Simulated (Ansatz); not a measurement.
```xyz
5

F    -0.360   -1.925   -0.010
Zr   -0.054   -0.073    0.093
F    -0.652    0.543    1.765
Br    2.380    0.377   -0.134
Br   -1.314    1.077   -1.713
```

The species carries charge 0 and has multiplicity 1. Zr: def2 effective core potential.

Question: List the CAM-B3LYP/def2-TZVPP orbital energies in eV (Ansatz 0.2.0). (Estimate.)

Answer: Ansatz gave: Occupied: -13141.31, -13141.31, -1702.81, -1702.81, -1534.53, -1534.53, -1534.52, -1534.52, -1534.52, -1534.52, -674.12, -674.12, -238.89, -238.89, -179.72, -179.72, -179.66, -179.66, -179.66, -179.66, -74.08, -74.07, -74.05, -74.05, -74.05, -74.05, -74.00, -74.00, -74.00, -74.00, -62.78, -39.96, -39.51, -38.94, -33.78, -33.32, -23.48, -23.34, -15.20, -15.17, -14.68, -14.60, -14.49, -14.05, -11.88, -11.54, -11.02, -10.65, -10.63, -10.32. Lowest empty: -1.32, -1.09, -0.67, -0.06, 0.03, 0.11, 1.29, 1.34.
